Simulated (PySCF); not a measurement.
Series: H2E=E'H2. Gas-phase values, no solvent. One relaxed conformer stands for each flexible species; it need not be the lowest. Strings in code marks are SMILES. In the def2 sets, heavy atoms carry core potentials. All members: neutral, multiplicity 1. Level: TPSSh-D3(BJ)/def2-TZVP // CAM-B3LYP-D3(BJ)/def2-TZVP (PySCF). Delta-SCF ions had no search for a lower state.  The removal energy is E(N − 1 electrons) − E(N electrons) at the parent's geometry; ε(HOMO) is measured against the vacuum level.

```
species                                −ε(HOMO) (eV)  vertical ionisation energy (Delta-SCF) (eV)
-------------------------------------  -------------  -------------------------------------------
`[CH2]=[SnH2]`                                  5.60                                         7.96
`[CH2]=[GeH2]`                                  5.95                                         8.56
`C=[SiH2]`                                      6.08                                         8.76
`[NH2][GaH2]` (H–N–Ga–H torsion 180°)           6.64                                         9.67
`[NH2][AlH2]` (H–N–Al–H torsion 180°)           6.81                                         9.93
`BN` (H–B–N–H torsion 180°)                     7.89                                     withheld
```

Problem. Fit vertical ionisation energy (Delta-SCF) = a + b·x to the 5 complete rows by least squares, with x = −ε(HOMO) in eV. Give a, b and the rms residual, and predict the withheld value.

Solution. Means of the 5 rows: x̄ = 6.216, ȳ = 8.976 eV. Σ(x − x̄)² = 1.0013 and Σ(x − x̄)(y − ȳ) = 1.6268, so b = 1.625 and a = ȳ − b·x̄ = -1.125 eV. The rms residual is 0.012 eV. At x = 7.89 the line gives 11.70 eV, outside the range of the fitted rows. The run for `BN` (H–B–N–H torsion 180°) gave 11.23 eV, so the line is off by 0.47 eV, more than twice the rms residual.

Codes: PySCF.
